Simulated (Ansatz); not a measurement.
Relaxation of ClF2HOZr (6 atoms, charge 0, multiplicity 1), to a largest force component of 0.02 eV/Å in at most 40 steps.

These are results of RKS PBE-D4/def2-SVP in Ansatz, not measurements.

```xyz
6
Properties=species:S:1:pos:R:3
Zr 0.000 0.000 0.000
O 0.000 0.000 2.070
H -0.909 -0.281 2.407
Cl 2.376 0.000 -0.839
F -0.933 1.616 -0.659
F -0.933 -1.616 -0.659
```

Q: Where does it end, and by what steps?

A: The forces met the threshold. After 9 steps the energy has fallen by 0.678 eV; H3 moved furthest, 0.60 Å.

```csv
step,energy less start (eV),largest force component (eV/Å),accepted
0,0.0000,2.221,yes
1,-0.4231,1.872,yes
2,-0.5558,0.538,yes
3,-0.5829,0.329,yes
4,-0.6090,1.008,yes
5,-0.6676,0.268,yes
6,-0.6716,0.307,yes
7,-0.6767,0.097,yes
8,-0.6777,0.024,yes
9,-0.6778,0.007,yes
```

```xyz
6
Properties=species:S:1:pos:R:3
Zr -0.070 -0.026 -0.069
O -0.324 -0.111 1.817
H -0.455 -0.156 2.774
Cl 2.244 -0.007 -0.575
F -0.895 1.561 -0.744
F -0.899 -1.543 -0.883
```

Whether the end is a true minimum wasn't checked by a vibrational analysis.

Time of the run: 26 s on 2 threads of Arm Neoverse V1, with other jobs on the host, peak memory 0.15 GiB.
